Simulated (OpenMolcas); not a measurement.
# Tc5+: moving or changing the point charges

Tc5+ among 6 point charges of -1.7 e arranged as an octahedron (Oh), 1.8 Å from the ion.

```
Program             : OpenMolcas 26.06
Method              : SS-CASPT2, IPEA 0.25 Eh, imaginary shift 0.1 Eh (closed shells correlated: 4s 4p)
Basis               : ANO-RCC-VDZP [6s5p3d1f]
Scalar Hamiltonian  : DKH2, point nucleus
Active space        : 2 electrons in 5 orbitals (4d)
State averaging     : 2S+1 = 3 even, 10 roots; 2S+1 = 1 even, 15 roots
Spin-orbit coupling : RASSI with atomic mean-field integrals over the reference wave functions
```

Runs around this geometry, states (labels of O, the rotations of Oh). Energies in cm-1 above the lowest state or level, χT in cm3 K/mol; under a threefold ground state the first gap can be a small split of the lowest multiplet, not the spin-orbit step; 10Dq and B are least-squares fits to the states below 45000 cm-1, weighted by degeneracy, with a free offset, and given where the rms deviation is under 5 % of |10Dq| (or 100 cm-1) and under 700 cm-1.

```
R (Å)  q (e)  Ground state  First state of that spin   10Dq  B (rms of fit)  First gap with spin-orbit (degeneracies)  χT at 300 K  First state of another spin
  1.8  -0.85           3T1                  3T2 4900                                                       350 (2, 3)        0.150                    1T2 11540
  1.8   -1.7           3T1                  3T2 9930  11491       797 (256)                                210 (2, 3)        0.180                    1T2 11890
 1.95   -1.7           3T1                  3T2 6700   7997       790 (302)                                290 (2, 3)        0.158                    1T2 11690
```

Taking |10Dq| as R^-n, n = -ln(7997 / 11491) / ln(1.95 / 1.8) = 4.5 between the shortest and longest distance. The point-charge formula for a cubic d site gives n = 5.

Scaling the charges by -0.85 / -1.7 = 0.50 scales the first state of the same spin by 4900 / 9930 = 0.49; with fixed orbitals a first-order splitting would follow the charge.

Roots that are degenerate in the reference are averaged as groups; the widest CASPT2 spread within a group is 260 cm-1 (the 3-fold group of multiplicity 3 near 17300 cm-1 above the lowest state of its run, R = 1.95, q = -1.7). Shifts and gaps below about the spread of the groups concerned are not significant. An orbital triplet at a regular site is open to Jahn-Teller coupling, which can distort the site and quench the lowest spin-orbit gaps and is left out. Free-ion shares, where given, are those of the reference states; single-state CASPT2 does not remix them. This field is weak: 10Dq is about 6098 cm-1, while octahedral complexes of 4d ions of charge 3 and more, computed by the same method with explicit ligands, had a median near 25000 cm-1. Ground spin and moment need not be those of a real site (figures for R = 1.8, q = -0.85; the like holds for R = 1.8, q = -1.7, R = 1.95, q = -1.7). This is an electrostatic model: the charges have no orbitals. No measured value stands beside these numbers.
